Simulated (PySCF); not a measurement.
# P32H14: Orbital levels and atomic charges

System: P32H14 (flake blue phosphorene).

Cartesian coordinates (Å):
```
  1 P    -0.799    2.319   -0.597
  2 P    -2.436    3.259    0.540
  3 P    -4.041    2.332   -0.621
  4 P    -4.041    0.479    0.541
  5 P    -2.407   -0.467   -0.596
  6 P    -0.807    0.466    0.581
  7 P     2.435   -3.259   -0.541
  8 P     0.799   -2.319    0.597
  9 P    -0.801   -3.242   -0.588
 10 P    -0.800   -5.124    0.560
 11 P     0.823   -6.061   -0.577
 12 P     2.430   -5.145    0.576
 13 P     4.033    5.131   -0.573
 14 P     2.426    6.059    0.571
 15 P     0.800    5.123   -0.560
 16 P     0.801    3.242    0.589
 17 P     2.407    2.315   -0.588
 18 P     4.037    3.255    0.560
 19 P     5.661    2.318   -0.577
 20 P     2.407    0.467    0.597
 21 P     4.040   -0.479   -0.540
 22 P     5.671    0.468    0.576
 23 P    -5.672   -0.468   -0.575
 24 P    -5.660   -2.318    0.578
 25 P    -4.037   -3.254   -0.560
 26 P    -2.407   -2.315    0.589
 27 P     0.807   -0.466   -0.579
 28 P     4.041   -2.333    0.621
 29 P    -4.034   -5.131    0.572
 30 P    -2.426   -6.058   -0.572
 31 P    -0.823    6.061    0.576
 32 P    -2.430    5.145   -0.577
 33 H    -5.039    2.909    0.183
 34 H     0.800   -7.210    0.228
 35 H     3.429   -5.690   -0.245
 36 H     5.034    5.686    0.239
 37 H     2.407    7.203   -0.240
 38 H     6.643    2.914    0.228
 39 H     6.642   -0.125   -0.245
 40 H    -6.642    0.124    0.246
 41 H    -6.644   -2.913   -0.227
 42 H     5.039   -2.909   -0.184
 43 H    -5.034   -5.686   -0.240
 44 H    -2.407   -7.202    0.239
 45 H    -0.800    7.210   -0.228
 46 H    -3.429    5.690    0.244
```

Method: wB97X-D/6-31G*, gas phase, PySCF, fitting set def2-universal-JFIT up to Ne and JKFIT beyond, grid level 1.

(1) Give the orbital energies near the gap.

(2) Give the partial charges of the non-hydrogen atoms.

Answers

(1) 
```json
{"orbital": "HOMO-4", "eV": "-8.36"}
{"orbital": "HOMO-3", "eV": "-8.17"}
{"orbital": "HOMO-2", "eV": "-8.14"}
{"orbital": "HOMO-1", "eV": "-8.13"}
{"orbital": "HOMO", "eV": "-8.12"}
{"orbital": "LUMO", "eV": "-0.44"}
{"orbital": "LUMO+1", "eV": "-0.38"}
{"orbital": "LUMO+2", "eV": "-0.34"}
{"orbital": "LUMO+3", "eV": "-0.32"}
```

(2) 
```json
{"atom": "P1", "Mulliken": "-0.02", "IAO": "-0.02", "Hirshfeld": "-0.01"}
{"atom": "P2", "Mulliken": "-0.03", "IAO": "-0.01", "Hirshfeld": "-0.01"}
{"atom": "P3", "Mulliken": "-0.01", "IAO": "0.03", "Hirshfeld": "0.02"}
{"atom": "P4", "Mulliken": "-0.03", "IAO": "-0.01", "Hirshfeld": "-0.01"}
{"atom": "P5", "Mulliken": "-0.02", "IAO": "-0.02", "Hirshfeld": "-0.01"}
{"atom": "P6", "Mulliken": "-0.01", "IAO": "0.00", "Hirshfeld": "-0.01"}
{"atom": "P7", "Mulliken": "-0.03", "IAO": "-0.01", "Hirshfeld": "-0.01"}
{"atom": "P8", "Mulliken": "-0.02", "IAO": "-0.02", "Hirshfeld": "-0.01"}
{"atom": "P9", "Mulliken": "-0.02", "IAO": "-0.01", "Hirshfeld": "-0.01"}
{"atom": "P10", "Mulliken": "-0.03", "IAO": "-0.02", "Hirshfeld": "-0.01"}
{"atom": "P11", "Mulliken": "-0.02", "IAO": "0.02", "Hirshfeld": "0.02"}
{"atom": "P12", "Mulliken": "-0.02", "IAO": "0.02", "Hirshfeld": "0.01"}
{"atom": "P13", "Mulliken": "-0.02", "IAO": "0.02", "Hirshfeld": "0.01"}
{"atom": "P14", "Mulliken": "-0.02", "IAO": "0.02", "Hirshfeld": "0.02"}
{"atom": "P15", "Mulliken": "-0.03", "IAO": "-0.02", "Hirshfeld": "-0.01"}
{"atom": "P16", "Mulliken": "-0.02", "IAO": "-0.01", "Hirshfeld": "-0.01"}
{"atom": "P17", "Mulliken": "-0.02", "IAO": "-0.01", "Hirshfeld": "-0.01"}
{"atom": "P18", "Mulliken": "-0.03", "IAO": "-0.02", "Hirshfeld": "-0.01"}
{"atom": "P19", "Mulliken": "-0.02", "IAO": "0.02", "Hirshfeld": "0.02"}
{"atom": "P20", "Mulliken": "-0.02", "IAO": "-0.02", "Hirshfeld": "-0.01"}
{"atom": "P21", "Mulliken": "-0.03", "IAO": "-0.01", "Hirshfeld": "-0.01"}
{"atom": "P22", "Mulliken": "-0.02", "IAO": "0.02", "Hirshfeld": "0.01"}
{"atom": "P23", "Mulliken": "-0.02", "IAO": "0.02", "Hirshfeld": "0.01"}
{"atom": "P24", "Mulliken": "-0.02", "IAO": "0.02", "Hirshfeld": "0.02"}
{"atom": "P25", "Mulliken": "-0.03", "IAO": "-0.02", "Hirshfeld": "-0.01"}
{"atom": "P26", "Mulliken": "-0.02", "IAO": "-0.01", "Hirshfeld": "-0.01"}
{"atom": "P27", "Mulliken": "-0.01", "IAO": "0.00", "Hirshfeld": "-0.01"}
{"atom": "P28", "Mulliken": "-0.01", "IAO": "0.03", "Hirshfeld": "0.02"}
{"atom": "P29", "Mulliken": "-0.02", "IAO": "0.02", "Hirshfeld": "0.01"}
{"atom": "P30", "Mulliken": "-0.02", "IAO": "0.02", "Hirshfeld": "0.02"}
{"atom": "P31", "Mulliken": "-0.02", "IAO": "0.02", "Hirshfeld": "0.02"}
{"atom": "P32", "Mulliken": "-0.02", "IAO": "0.02", "Hirshfeld": "0.01"}
```
